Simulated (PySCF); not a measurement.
An unknown is described by computed data only.

Formula: C8H15B.

| Quantity | Value |
| --- | --- |
| Polarisability | 106.1 au [CAM-B3LYP/def2-SVPD] |
| 13C NMR | chemical shifts (computed TMS as zero) by class: 162.7 (1 C), 113.4 (1 C), 42.5 (1 C), 37.6 (1 C), 33.2 (1 C), 30.8 (1 C), 25.7 (1 C), 25.0 (1 C) ppm [GIAO PBE0/pcSseg-1] |
| UV, strongest line | among the 10 lowest singlet transitions: S5 at 7.11 eV (174 nm, f = 0.338) [TDDFT CAM-B3LYP/def2-SVPD] |
| Valence photoelectron | vertical ionisation energy: 9.00 eV [ΔSCF CAM-B3LYP/def2-SVPD] |
| UV, first state | lowest singlet excitation: 5.82 eV (213 nm, f = 0.001) [TDDFT CAM-B3LYP/def2-SVPD] |
| Rotational structure | rotational constants A, B, C: 3.053, 1.056, 0.879 GHz [PBE0-D3(BJ)/def2-SVP] |
| NMR, other nuclei | isotropic shieldings of nuclei other than C and H, by class: 13 (1 B) ppm [GIAO PBE0/pcSseg-1] |
| 1H NMR | chemical shifts (computed TMS as zero) by class: 7.60 (1 H), 5.02 (1 H), 4.94 (1 H), 2.47 (1 H), 2.08 (1 H), 1.89 (1 H), 1.87 (3 H), 1.69 (1 H), 1.66 (1 H), 1.45 (1 H), 1.23 (1 H), 0.81 (1 H), 0.47 (1 H) ppm [GIAO PBE0/pcSseg-1] |
| Triplet | lowest triplet excitation (Tamm–Dancoff): 4.33 eV [TDA CAM-B3LYP/def2-SVPD] |

Gas-phase values; electronic properties from PySCF, density fitting. Levels stand in brackets. Geometry: PBE0-D3(BJ)/def2-SVP, one conformer, isolated molecule. NMR values are class means; diastereotopic atoms form classes of their own.

**Question.** Propose a structure and show how it fits.

**Answer.** Numbering: `[CH2:1]=[C:2]([CH3:3])[C@H:4]1[CH2:5][BH:6][CH2:7][CH2:8][CH2:9]1`. 8 carbons fall into 8 classes; from least to most shielded: fully substituted alkene carbon [C2] (162.7 ppm), terminal =CH2 carbon [C1] (113.4 ppm), allylic carbon [C4] (42.5 ppm), ring sp3 carbon bound to boron [C5] (37.6 ppm), ring CH2 carbon [C9] (33.2 ppm), ring sp3 carbon bound to boron [C7] (30.8 ppm), ring CH2 carbon [C8] (25.7 ppm), allylic carbon [C3] (25.0 ppm). Hydrogen classes from least to most shielded: 1 H on a three-coordinate boron, B6 (7.60 ppm), 1 H on a terminal =CH2 carbon, C1 (5.02 ppm), 1 H on a terminal =CH2 carbon, C1 (4.94 ppm), 1 H on an sp3 carbon bound to boron, C5 (2.47 ppm), 1 H on an sp3 carbon bound to boron, C7 (2.08 ppm), 1 H on a ring CH2 carbon, C8 (1.89 ppm), 3 H on an allylic carbon, C3 (1.87 ppm, a mean of values up to 0.7 ppm apart in this geometry), 1 H on a ring CH2 carbon, C9 (1.69 ppm), 1 H on an allylic carbon, C4 (1.66 ppm), 1 H on a ring CH2 carbon, C8 (1.45 ppm), 1 H on a ring CH2 carbon, C9 (1.23 ppm), 1 H on an sp3 carbon bound to boron, C7 (0.81 ppm); 1 more class is left out. The other shieldings belong to: 13 ppm, three-coordinate boron [B6]. The first electron is taken from the HOMO, whose largest Löwdin shares are 0.37 on the terminal =CH2 carbon, 0.31 on the fully substituted alkene carbon, 0.06 on an allylic carbon and 0.05 on an allylic carbon. The optimised geometry has point group C1 and is an asymmetric top. Structure: `C=C(C)[C@H]1CBCCC1`. Computed isomers that give other values at the same levels: `B1[C@H]2CCC[C@@H]1CCC2` (13C chemical shifts (computed TMS as zero) by class: 35.8 (2 C), 34.3 (4 C), 25.0 (2 C) ppm); `C=CC[C@H]1BCCCC1` (rotational constant A: 3.713 GHz; this holds for the one conformer computed); `CB(C)C(C)=C=C(C)C` (rotational constant A: 2.340 GHz; this holds for the one conformer computed). The assignments are read from this structure; whether some other isomer fits the data as well wasn't checked. The mirror image fits equally.
